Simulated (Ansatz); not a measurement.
Ansatz (a quantum-chemistry and plane-wave program) input for CH3BrOZn, SMILES C[O][Zn][Br], PBE0-D3(BJ)/def2-SVP. 

Ansatz 0.2 input:
```yaml
crystal:
  periodic: [false, false, false]
  atoms:
    - {symbol: Zn, position_ang: [0.13646224, 0.46554802, 0.00000000]}
    - {symbol: Br, position_ang: [-0.08775031, -1.76037721, -0.00000000]}
    - {symbol: O, position_ang: [0.50586494, 2.21126944, -0.00000000]}
    - {symbol: C, position_ang: [-0.47254353, 3.22161746, -0.00000000]}
    - {symbol: H, position_ang: [-1.13721304, 3.20796941, 0.89921799]}
    - {symbol: H, position_ang: [0.04016121, 4.21096284, 0.00000000]}
    - {symbol: H, position_ang: [-1.13721303, 3.20796941, -0.89921800]}
basis:
  gaussian:
    orbitals: def2-SVP
hamiltonian:
  xc: pbe0
  dispersion: d3bj
relax: {f_tol: 0.002, max_steps: 200}
```

Program output:

```
WARN ansatz: RAYON_NUM_THREADS=1 ignored (pool sized by the plan → 1); use --threads N
Functional definition: PBE0
integrals: 0.06 GiB planned
1110 factors; integrals over basis functions are off by at most 3.0e-4 eV
mean field: 0.57 GiB planned
mean field evaluation 1: about -121558.3814 eV, gradient 5.5e1 eV
mean field evaluation 2: about -121531.8460 eV, gradient 1.3e2 eV
mean field evaluation 4: about -121564.2556 eV, gradient 9.1e0 eV
mean field evaluation 8: about -121564.4550 eV, gradient 1.3e-1 eV
mean field evaluation 16: about -121564.4551 eV, gradient 1.1e-5 eV
mean field -121564.45508630 eV, -4467.4113250745 hartree, gradient 1.1e-5 eV, S^2 0.000000; 0 other end points of the search recorded, 0 dependent functions left out
the calculation of the forces begins
reference -121564.45512053 eV, -4467.4113263322 hartree; 41, 41 occupied and 65, 65 virtual orbitals, 1110 factors
relax step   1: F+E_penalty+E_count = -121564.56222366 eV  Δ(F+E_penalty+E_count) = +0.000e0 eV  max|allowed force component| = 5.515e-1 eV/Å  Δτ_max = 0.0000 Å  (29 SCF iters, accepted)
these checks for a lower state are left out or cut short: starts, cluster_reference, orbital_swaps, neighbouring_geometries, increment
integrals: 0.06 GiB planned
1110 factors; integrals over basis functions are off by at most 2.9e-4 eV
mean field: 0.57 GiB planned
mean field -121564.46507840 eV, -4467.4116922771 hartree, gradient 8.8e-6 eV, S^2 0.000000; 0 other end points of the search recorded, 0 dependent functions left out
the calculation of the forces begins
reference -121564.46511258 eV, -4467.4116935332 hartree; 41, 41 occupied and 65, 65 virtual orbitals, 1110 factors
relax step   2: F+E_penalty+E_count = -121564.57248621 eV  Δ(F+E_penalty+E_count) = -1.026e-2 eV  max|allowed force component| = 2.451e-1 eV/Å  Δτ_max = 0.0141 Å  (34 SCF iters, accepted)
these checks for a lower state are left out or cut short: starts, cluster_reference, orbital_swaps, neighbouring_geometries, increment
integrals: 0.06 GiB planned
1110 factors; integrals over basis functions are off by at most 2.8e-4 eV
mean field: 0.57 GiB planned
mean field evaluation 32: about -121564.4674 eV, gradient 8.8e-6 eV
mean field -121564.46744383 eV, -4467.4117792054 hartree, gradient 8.8e-6 eV, S^2 0.000000; 0 other end points of the search recorded, 0 dependent functions left out
the calculation of the forces begins
reference -121564.46747796 eV, -4467.4117804596 hartree; 41, 41 occupied and 65, 65 virtual orbitals, 1110 factors
relax step   3: F+E_penalty+E_count = -121564.57491980 eV  Δ(F+E_penalty+E_count) = -2.434e-3 eV  max|allowed force component| = 5.446e-2 eV/Å  Δτ_max = 0.0111 Å  (34 SCF iters, accepted)
these checks for a lower state are left out or cut short: starts, cluster_reference, orbital_swaps, neighbouring_geometries, increment
integrals: 0.06 GiB planned
1110 factors; integrals over basis functions are off by at most 2.8e-4 eV
mean field: 0.57 GiB planned
mean field -121564.46787902 eV, -4467.4117951982 hartree, gradient 1.7e-5 eV, S^2 0.000000; 0 other end points of the search recorded, 0 dependent functions left out
the calculation of the forces begins
reference -121564.46791313 eV, -4467.4117964519 hartree; 41, 41 occupied and 65, 65 virtual orbitals, 1110 factors
relax step   4: F+E_penalty+E_count = -121564.57525691 eV  Δ(F+E_penalty+E_count) = -3.371e-4 eV  max|allowed force component| = 2.790e-2 eV/Å  Δτ_max = 0.0068 Å  (25 SCF iters, accepted)
these checks for a lower state are left out or cut short: starts, cluster_reference, orbital_swaps, neighbouring_geometries, increment
integrals: 0.06 GiB planned
1110 factors; integrals over basis functions are off by at most 2.8e-4 eV
mean field: 0.57 GiB planned
mean field -121564.46844856 eV, -4467.4118161283 hartree, gradient 2.7e-5 eV, S^2 0.000000; 0 other end points of the search recorded, 0 dependent functions left out
the calculation of the forces begins
reference -121564.46848265 eV, -4467.4118173810 hartree; 41, 41 occupied and 65, 65 virtual orbitals, 1110 factors
relax step   5: F+E_penalty+E_count = -121564.57563658 eV  Δ(F+E_penalty+E_count) = -3.797e-4 eV  max|allowed force component| = 1.740e-2 eV/Å  Δτ_max = 0.0187 Å  (33 SCF iters, accepted)
these checks for a lower state are left out or cut short: starts, cluster_reference, orbital_swaps, neighbouring_geometries, increment
integrals: 0.06 GiB planned
1110 factors; integrals over basis functions are off by at most 2.8e-4 eV
mean field: 0.57 GiB planned
mean field -121564.46856270 eV, -4467.4118203231 hartree, gradient 2.4e-5 eV, S^2 0.000000; 0 other end points of the search recorded, 0 dependent functions left out
the calculation of the forces begins
reference -121564.46859680 eV, -4467.4118215760 hartree; 41, 41 occupied and 65, 65 virtual orbitals, 1110 factors
relax step   6: F+E_penalty+E_count = -121564.57567760 eV  Δ(F+E_penalty+E_count) = -4.102e-5 eV  max|allowed force component| = 1.310e-2 eV/Å  Δτ_max = 0.0105 Å  (25 SCF iters, accepted)
these checks for a lower state are left out or cut short: starts, cluster_reference, orbital_swaps, neighbouring_geometries, increment
integrals: 0.06 GiB planned
1110 factors; integrals over basis functions are off by at most 2.8e-4 eV
mean field: 0.57 GiB planned
mean field -121564.46857102 eV, -4467.4118206285 hartree, gradient 4.7e-5 eV, S^2 0.000000; 0 other end points of the search recorded, 0 dependent functions left out
the calculation of the forces begins
reference -121564.46860511 eV, -4467.4118218815 hartree; 41, 41 occupied and 65, 65 virtual orbitals, 1110 factors
relax step   7: F+E_penalty+E_count = -121564.57568700 eV  Δ(F+E_penalty+E_count) = -9.399e-6 eV  max|allowed force component| = 5.135e-3 eV/Å  Δτ_max = 0.0014 Å  (22 SCF iters, accepted)
these checks for a lower state are left out or cut short: starts, cluster_reference, orbital_swaps, neighbouring_geometries, increment
integrals: 0.06 GiB planned
1110 factors; integrals over basis functions are off by at most 2.8e-4 eV
mean field: 0.57 GiB planned
mean field evaluation 64: about -121564.4686 eV, gradient 2.2e-5 eV
mean field -121564.46856983 eV, -4467.4118205849 hartree, gradient 2.4e-5 eV, S^2 0.000000; 0 other end points of the search recorded, 0 dependent functions left out
the calculation of the forces begins
reference -121564.46860392 eV, -4467.4118218378 hartree; 41, 41 occupied and 65, 65 virtual orbitals, 1110 factors
relax step   8: F+E_penalty+E_count = -121564.57568764 eV  Δ(F+E_penalty+E_count) = -6.426e-7 eV  max|allowed force component| = 2.052e-4 eV/Å  Δτ_max = 0.0004 Å  (20 SCF iters, accepted)
integrals: 0.06 GiB planned
1110 factors; integrals over basis functions are off by at most 2.8e-4 eV
mean field: 0.57 GiB planned
mean field -121564.46856983 eV, -4467.4118205849 hartree, gradient 2.4e-5 eV, S^2 0.000000; 1 other end points of the search recorded, 0 dependent functions left out
the calculation of the forces begins
reference -121564.46860392 eV, -4467.4118218378 hartree; 41, 41 occupied and 65, 65 virtual orbitals, 1110 factors
Total energy: -121564.57572174 eV, -4467.4157583449 hartree
Atom 0 at     0.138251     0.456922    -0.000000 Å, force     0.000015     0.000071     0.000000 eV/Å
Atom 1 at    -0.065912    -1.761390    -0.000000 Å, force    -0.000030     0.000049    -0.000000 eV/Å
Atom 2 at     0.460232     2.196118     0.000000 Å, force     0.000110    -0.000151     0.000000 eV/Å
Atom 3 at    -0.473590     3.225649     0.000000 Å, force    -0.000185    -0.000123    -0.000000 eV/Å
Atom 4 at    -1.133600     3.225812     0.891656 Å, force     0.000009    -0.000025    -0.000172 eV/Å
Atom 5 at     0.055990     4.196037    -0.000000 Å, force     0.000071     0.000205     0.000000 eV/Å
Atom 6 at    -1.133600     3.225812    -0.891656 Å, force     0.000009    -0.000025     0.000172 eV/Å
Dipole moment:    -0.189486     0.214088     0.000000 e Å
```

The calculation finished and met its thresholds.
